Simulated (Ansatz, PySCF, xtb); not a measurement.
Process, species as SMILES: [Se]=C=[Se] + 4 [H][H] (H2) → C (CH4) + 2 [SeH2] (H2Se)
Geometries: B3LYP-D3(BJ)/def2-TZVP minima from Ansatz (a program for electronic structure).
Geometry of the first species:
SMILES: [Se]=C=[Se]
```xyz
3

Se     0.0000     0.0000    -1.6965
C      0.0000     0.0000     0.0000
Se     0.0000     0.0000     1.6965
```
Charge 0, spin multiplicity 1.

Quantity: energy of full hydrogenation (electronic energy difference), in kcal/mol. Correlated levels leave the core frozen unless marked. No spin-orbit coupling. Frozen are the shells of the preceding noble gas and the d and f shells that filled before the atom's block. Non-relativistic. CBS(X,Y): correlation extrapolated as X^-3; Hartree-Fock from the larger set.

```
level                                program  energy of full hydrogenation (kcal/mol)
----------------------------  --------------  ---------------------------------------
GFN2-xTB                                 xtb                                    -88.1
PBE-D4/def2-TZVPD             Ansatz + dftd4                                        ?
TPSS-D3(BJ)/def2-TZVPD         PySCF + dftd3                                        ?
HSE06/def2-TZVPD                      Ansatz                                        ?
CAM-B3LYP-D4/def2-TZVPD       Ansatz + dftd4                                    -84.5
SCS-MP2/6-31G                         Ansatz                                    -46.7
CCSD/6-31G                            Ansatz                                    -53.6
CCSD(T)/CBS(cc-pVTZ,cc-pVQZ)          Ansatz                                        ?
```

Question: Fill in the missing entries.

Answer: 
- PBE-D4/def2-TZVPD, energy of full hydrogenation (kcal/mol): -69.1
- TPSS-D3(BJ)/def2-TZVPD, energy of full hydrogenation (kcal/mol): -62.4
- HSE06/def2-TZVPD, energy of full hydrogenation (kcal/mol): -82.1
- CCSD(T)/CBS(cc-pVTZ,cc-pVQZ), energy of full hydrogenation (kcal/mol): -76.5
